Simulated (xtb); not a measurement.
C$_{4}$H$_{4}$N, doublet, geometry from GFN2-xTB, atoms displaced at random by about 0.02 Å a coordinate; GFN1-xTB with ALPB(toluene) (xtb 6.7.1).

Here is a job for xtb.
```
$ xtb mol.xyz --gfn 1 --uhf 1 --opt --alpb toluene --json

# file mol.xyz
9

C      0.44847546    -1.13717534     0.13168653
C     -0.87737817    -0.82105330     0.00887743
N     -0.89733868     0.55846708    -0.11098640
C      0.39890136     1.05288595    -0.05014457
C      1.23103592    -0.00038812     0.07613257
H     -1.74506406    -1.43632721     0.02119298
H     -1.73891171     1.10936945    -0.22531677
H      0.56759834     2.09907074    -0.13842308
H      2.29712781     0.11546000     0.13611957
```

The log (banner, timings and long lists left out):

```
   ID    Z sym.   atoms
    1    6 C      1, 2, 4, 5
    2    7 N      3
    3    1 H      6-9

           -------------------------------------------------
          |                Calculation Setup                |
           -------------------------------------------------

           -------------------------------------------------
          |                 G F N 1 - x T B                 |
           -------------------------------------------------

      * Solvation model:               ALPB
        Solvent                        toluene
        Parameter file                 internal GFN1-xTB/ALPB
        Dielectric constant                2.3741E+00
        Reference state                gsolv [1 M gas/solution]
        Free energy shift                  3.5550E-03 Eh       2.2308E+00 kcal/mol
        Temperature                        2.9815E+02 K
        Density                            8.6700E-01 kg/L
        Solvent mass                       9.2140E+01 g/mol
        Interaction kernel             P16
        Born radius scaling (c1)           1.4996E+00
        Born radii integrator          GBOBC
        Born offset                        0.0000E+00 a0       0.0000E+00 AA
        H-bond correction              false
        Ion screening                  false
        Surface tension                    1.0000E-05 Eh       1.5569E+01 dyn/cm
        Grid points                               230 per atom

          ...................................................
          :                      SETUP                      :
          :.................................................:
          :  # basis functions                  28          :
          :  # atomic orbitals                  28          :
          :  # shells                           18          :
          :  # electrons                        25          :
          :  # halogen bonds                     0          :
          :  max. iterations                   250          :
          :  Hamiltonian                  GFN1-xTB          :
          :  restarted?                      false          :
          :  GBSA solvation                   true          :
          :  PC potential                    false          :
          :  electronic temp.          300.0000000     K    :
          :  accuracy                    1.0000000          :
          :  -> integral cutoff          0.2500000E+02      :
[...]
         :: total energy             -13.682004919175 Eh    ::
 * total energy  :   -13.6820049 Eh     change       -0.5169198E-12 Eh
 * total energy  :   -13.6842182 Eh     change       -0.2213329E-02 Eh
 * total energy  :   -13.6845871 Eh     change       -0.3688525E-03 Eh
 * total energy  :   -13.6846363 Eh     change       -0.4914983E-04 Eh
 * total energy  :   -13.6846554 Eh     change       -0.1915204E-04 Eh
 * total energy  :   -13.6846567 Eh     change       -0.1317008E-05 Eh
   *** GEOMETRY OPTIMIZATION CONVERGED AFTER 6 ITERATIONS ***
         :: total energy             -13.684656719559 Eh    ::
[...]
        24                          0.3334082               9.0725
       ...                                ...                  ...
        28                          0.6855231              18.6540
      -------------------------------------------------------------
                  HL-Gap            0.1410347 Eh            3.8378 eV
             Fermi-level           -0.3376620 Eh           -9.1883 eV

  Mulliken/CM5 charges         n(s)   n(p)   n(d)
     1C    -0.10083 -0.09774   1.212  2.889  0.000
     2C     0.05058  0.06583   1.009  2.940  0.000
     3N    -0.25045 -0.61573   1.426  3.824  0.000
     4C     0.05449  0.06834   1.012  2.933  0.000
     5C    -0.07770 -0.12199   1.046  3.032  0.000
     6H     0.02769  0.09156   0.972  0.000  0.000
     7H     0.23753  0.43103   0.762  0.000  0.000
     8H     0.03140  0.09516   0.969  0.000  0.000
     9H     0.02728  0.08354   0.973  0.000  0.000

Wiberg/Mayer (AO) data.
largest (>0.10) Wiberg bond orders for each atom

 ---------------------------------------------------------------------------
     #   Z sym  total        # sym  WBO       # sym  WBO       # sym  WBO
 ---------------------------------------------------------------------------
     1   6 C    3.152 --     2 C    1.589     5 C    1.362
     2   6 C    3.921 --     1 C    1.589     3 N    1.171     6 H    0.976
                             4 C    0.140
     3   7 N    3.469 --     4 C    1.205     2 C    1.171     7 H    0.908
     4   6 C    3.923 --     5 C    1.525     3 N    1.205     8 H    0.973
                             2 C    0.140
     5   6 C    3.980 --     4 C    1.525     1 C    1.362     9 H    0.977
     6   1 H    1.006 --     2 C    0.976
     7   1 H    0.948 --     3 N    0.908
     8   1 H    0.999 --     4 C    0.973
     9   1 H    1.007 --     5 C    0.977
 ---------------------------------------------------------------------------

Topologies differ in total number of bonds
Writing topology from bond orders to xtbtopo.mol

 dipole moment from electron density (au)
     X       Y       Z
  -0.9324   0.8541  -0.1372  total (Debye):    3.233

optimized geometry written to: xtbopt.xyz

           -------------------------------------------------
          | TOTAL ENERGY              -13.684656719559 Eh   |
          | GRADIENT NORM               0.000472045277 Eh/α |
          | HOMO-LUMO GAP               3.837750037069 eV   |
           -------------------------------------------------
```
